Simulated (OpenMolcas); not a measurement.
## N: thermal populations, Slater's ratio, worked from levels

```json
{
  "Program": "OpenMolcas",
  "Basis": "ANO-RCC [8s7p4d3f2g]",
  "Scalar Hamiltonian": "DKH2, point nucleus",
  "Active space": "3 electrons in 9 orbitals (RAS2 2p; RAS3 3s 3d, at most 1 electron)",
  "State averaging": "2S+1 = 4 odd, 1 root; 2S+1 = 2 odd, 8 roots; 2S+1 = 4 even, 3 roots; 2S+1 = 2 even, 8 roots",
  "Spin-orbit coupling": "RASSI with atomic mean-field integrals over the reference wave functions, term energies averaged over their components"
}
```

Methods: RASSCF; SS-RASPT2, IPEA 0.25 Eh, imaginary shift 0.1 Eh (closed shells correlated: 1s 2s). Measured levels: NIST Handbook of Basic Atomic Spectroscopic Data.

**Thermal populations.** Z = Σ (2J + 1) exp(-E/kT) with k = 0.695035 cm-1/K, over the levels below. No other level of either list lies under 86100 cm-1, which is above 7 kT at each temperature.

```
            Level  2J + 1  SS-RASPT2  measured
  2s2 2p3 4S* 3/2       4        0.0       0.0
  2s2 2p3 2D* 3/2       4      19210     19233
  2s2 2p3 2D* 5/2       6      19210     19224
  2s2 2p3 2P* 1/2       2      32650     28839
  2s2 2p3 2P* 3/2       4      32650     28839
2s2 2p2 3s 4P 1/2       2      84840     83284
2s2 2p2 3s 4P 3/2       4      84880     83318
2s2 2p2 3s 4P 5/2       6      84960     83365
```

```
T (K)  Z, SS-RASPT2  Z, measured levels  Ground level (%), SS-RASPT2  Ground level (%), measured levels
 8000         4.333               4.348                         92.3                               92.0
12000         5.119               5.187                         78.1                               77.1
```

At 12000 K, kT = 8340 cm-1, and the computed levels give Z = 4.000 + 0.400 + 0.600 + 0.040 + 0.080 + 0.000 + 0.000 + 0.000 = 5.119.

**Slater's ratio.** With one set of orbitals, p3 has 2D* - 4S* = 9 F2 and 2P* - 2D* = 6 F2 (F2 = F²/25), a ratio of 2/3. Term energies are centres of gravity, weighted by 2J + 1.

```tsv
Source	2D* - 4S*	2P* - 4S*	F2 from the first	Ratio
RASSCF	23012	37989	2557	0.651
SS-RASPT2	19212	32647	2135	0.699
measured	19228	28839	2136	0.500
```

Energies in cm-1. A ratio away from 2/3 shows effects beyond one configuration with one set of orbitals, and in heavier atoms second-order spin-orbit shifts.

CASPT2 breaks the degeneracy within a term, and the mean is taken; among the terms shown or strongly mixed into the levels shown the widest spread is 150 cm-1 (2s2 2p3 2D*, SS-RASPT2). ANO sets are built for valence states and can reach diffuse excited orbitals poorly. With the s shell closed, the reference lacks s² → p² mixing. Without dynamic correlation excited terms often stand tens of per cent too high (terms of higher spin than the ground term too low), and those without a measured partner can miss by more than the paired ones (holds for RASSCF). Computed and measured levels are paired by configuration, term and J; levels that our copy of the source lacks, or whose pairing is in doubt (as where it misses far off the trend of its configuration), stay unpaired and out of the deviations. Only configurations of the active space appear.

* marks odd parity.
